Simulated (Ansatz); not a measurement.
Born–Oppenheimer molecular dynamics of ClH$_{4}$NOSi (8 atoms, charge 0, multiplicity 1). It starts from a relaxed structure.

Theory: RKS BHLYP/STO-3G in Ansatz 0.2.0.

```
ensemble        : NVT, Langevin thermostat
time step       : 0.5 fs
steps asked     : 250
set temperature : 1000 K
friction        : 0.01 /fs
seed            : 833622
```

Frames 0.5 fs apart, positions in Å.

Velocities at 85 fs (Å/ps):

```
Si -8.18 2.16 -1.02
H 16.76 41.76 -8.69
O 1.92 6.55 6.38
H -6.90 23.23 38.92
Cl 3.77 -3.74 -2.48
N -10.02 -17.33 -14.38
H -18.12 7.96 -5.62
H 59.42 11.67 -7.84
```

```xyz
8
Properties=species:S:1:pos:R:3 time_fs=85 energy_less_start_eV=0.868 T=1081
Si -0.066 -0.082 0.118
H -0.408 -0.117 1.494
O 1.603 -0.238 -0.022
H 1.721 -0.318 -1.000
Cl -0.972 1.590 -1.097
N -0.513 -1.436 -0.964
H 0.217 -2.079 -0.804
H -1.382 -1.905 -0.792
8
Properties=species:S:1:pos:R:3 time_fs=85.5 energy_less_start_eV=1.021 T=965
Si -0.070 -0.081 0.117
H -0.400 -0.096 1.489
O 1.604 -0.234 -0.019
H 1.717 -0.308 -0.981
Cl -0.971 1.588 -1.098
N -0.518 -1.445 -0.971
H 0.210 -2.079 -0.806
H -1.354 -1.900 -0.795
8
Properties=species:S:1:pos:R:3 time_fs=86 energy_less_start_eV=1.178 T=723
Si -0.074 -0.080 0.117
H -0.393 -0.076 1.486
O 1.605 -0.231 -0.016
H 1.714 -0.297 -0.965
Cl -0.969 1.586 -1.099
N -0.523 -1.453 -0.978
H 0.208 -2.087 -0.808
H -1.335 -1.900 -0.796
8
Properties=species:S:1:pos:R:3 time_fs=86.5 energy_less_start_eV=1.229 T=652
Si -0.078 -0.078 0.116
H -0.387 -0.055 1.484
O 1.606 -0.228 -0.012
H 1.712 -0.287 -0.957
Cl -0.967 1.584 -1.099
N -0.527 -1.459 -0.983
H 0.211 -2.103 -0.812
H -1.327 -1.906 -0.794
8
Properties=species:S:1:pos:R:3 time_fs=87 energy_less_start_eV=1.130 T=755
Si -0.082 -0.077 0.115
H -0.384 -0.033 1.483
O 1.607 -0.226 -0.009
H 1.712 -0.278 -0.958
Cl -0.965 1.582 -1.100
N -0.530 -1.464 -0.989
H 0.219 -2.126 -0.817
H -1.333 -1.918 -0.788
8
Properties=species:S:1:pos:R:3 time_fs=87.5 energy_less_start_eV=0.946 T=876
Si -0.085 -0.076 0.113
H -0.384 -0.012 1.483
O 1.608 -0.223 -0.005
H 1.715 -0.270 -0.968
Cl -0.963 1.580 -1.100
N -0.532 -1.469 -0.994
H 0.230 -2.151 -0.823
H -1.350 -1.937 -0.776
8
Properties=species:S:1:pos:R:3 time_fs=88 energy_less_start_eV=0.800 T=1025
Si -0.088 -0.074 0.112
H -0.386 0.010 1.485
O 1.609 -0.221 -0.001
H 1.719 -0.262 -0.982
Cl -0.960 1.578 -1.100
N -0.533 -1.472 -1.000
H 0.240 -2.178 -0.829
H -1.378 -1.961 -0.762
8
Properties=species:S:1:pos:R:3 time_fs=88.5 energy_less_start_eV=0.772 T=1116
Si -0.091 -0.074 0.110
H -0.389 0.032 1.489
O 1.610 -0.219 0.004
H 1.721 -0.253 -1.000
Cl -0.958 1.576 -1.100
N -0.535 -1.476 -1.005
H 0.246 -2.203 -0.836
H -1.411 -1.989 -0.748
8
Properties=species:S:1:pos:R:3 time_fs=89 energy_less_start_eV=0.865 T=1053
Si -0.094 -0.073 0.108
H -0.395 0.054 1.494
O 1.610 -0.217 0.009
H 1.722 -0.246 -1.017
Cl -0.955 1.574 -1.100
N -0.536 -1.479 -1.010
H 0.248 -2.228 -0.845
H -1.445 -2.015 -0.733
8
Properties=species:S:1:pos:R:3 time_fs=89.5 energy_less_start_eV=1.024 T=964
Si -0.097 -0.073 0.105
H -0.402 0.078 1.501
O 1.610 -0.215 0.014
H 1.723 -0.238 -1.030
Cl -0.952 1.572 -1.099
N -0.537 -1.483 -1.015
H 0.247 -2.251 -0.855
H -1.474 -2.038 -0.719
8
Properties=species:S:1:pos:R:3 time_fs=90 energy_less_start_eV=1.185 T=758
Si -0.100 -0.073 0.103
H -0.410 0.102 1.510
O 1.610 -0.212 0.019
H 1.724 -0.229 -1.039
Cl -0.949 1.571 -1.098
N -0.538 -1.488 -1.020
H 0.242 -2.272 -0.866
H -1.497 -2.055 -0.706
8
Properties=species:S:1:pos:R:3 time_fs=90.5 energy_less_start_eV=1.294 T=632
Si -0.102 -0.073 0.100
H -0.419 0.126 1.517
O 1.610 -0.210 0.023
H 1.726 -0.222 -1.040
Cl -0.947 1.569 -1.097
N -0.538 -1.492 -1.023
H 0.231 -2.288 -0.878
H -1.512 -2.069 -0.697
```

Of the whole run (125 fs, mean temperature of the second half 872 K): The mean temperature of the second half is 13 % below the set value. A run of 0.12 ps of so small a system gives no equilibrium averages. Limits of this set-up: minimal basis.

The run took 9.7 min on 1 thread of Arm Neoverse N1, on a shared host, peak memory 0.087 GiB.
